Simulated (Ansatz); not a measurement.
`O[Si](F)(Br)Br` + HBr → `O[Si](Br)(Br)Br` + H–F  (ligand exchange at the Si–F bond)

Calculated with Ansatz (gas phase, PBE0-D4/def2-TZVP geometries, no zero-point term in ΔE). CBS: MP2 limit from def2 TZ/QZ plus the TZ coupled-cluster correction, frozen cores. This one scheme is used for every species. DFT in def2-TZVPP. B3LYP here is the variant with VWN-RPA as its local correlation; programs differ in this. HSE06 is defined as in plane-wave codes. For Br outer-core shells are correlated without core-valence functions, which leaves a few kJ/mol of doubt a bond. Scalar relativity is left out up to krypton. One conformer a species, not always the lowest.

```csv
level,ΔE (kJ/mol),difference from CCSD(T)/CBS
LDA (SPW92),53.4,2.4
revPBE-D4,42.4,-8.6
BLYP-D4,56.5,5.5
r2SCAN-D4,58.9,7.9
B97M-V,66.7,15.7
B3LYP-D4,57.5,6.5
r2SCANh-D4,57.9,6.9
r2SCAN0-D4,56.7,5.7
HSE06-D4,46.1,-4.9
BHLYP-D4,59.7,8.7
CAM-B3LYP-D4,67.1,16.1
ωB97X-V,59.4,8.4
ωB97M-V,58.0,7.0
B2PLYP,62.5,11.5
PBE-QIDH,50.8,-0.2
PBE,51.4,0.4
revPBE,51.3,0.3
BLYP,68.3,17.3
r2SCAN,60.1,9.1
PBE0,52.0,1.0
B3LYP,67.6,16.6
r2SCANh,59.4,8.4
r2SCAN0,58.3,7.3
HSE06,51.3,0.3
BHLYP,70.9,19.9
CAM-B3LYP,73.0,22.0
LC-ωPBE,60.0,9.0
HF/def2-SVP,69.6,18.6
CCSD/def2-SVP,63.4,12.4
CCSD(T)/def2-SVP,61.5,10.5
MP2/def2-TZVPP,48.3,-2.7
SCS-MP2/def2-TZVPP,56.8,5.8
CCSD/def2-TZVPP,62.2,11.2
CCSD(T)/def2-TZVPP,58.5,7.5
HF/def2-QZVPP,79.5,28.5
MP2/def2-QZVPP,44.8,-6.2
SCS-MP2/def2-QZVPP,53.8,2.8
HF/CBS(def2),79.8,28.8
MP2/CBS(def2),40.8,-10.2
CCSD/CBS(def2),54.7,3.7
CCSD(T)/CBS,51.0,0
```

Largest T1 diagnostic among the species: 0.009.

Leaving LDA and LC-ωPBE aside and taking each functional with its dispersion term where it has one, the values spread over 24.8 kJ/mol, from revPBE-D4 to CAM-B3LYP-D4. At CCSD(T), def2-SVP lies +10.5 kJ/mol from the extrapolated value and def2-TZVPP +7.5 kJ/mol. In def2-TZVPP, CCSD(T) changes the Hartree–Fock value by −18.6 kJ/mol (the triples alone add −3.6 kJ/mol) and MP2 by −28.8 kJ/mol.
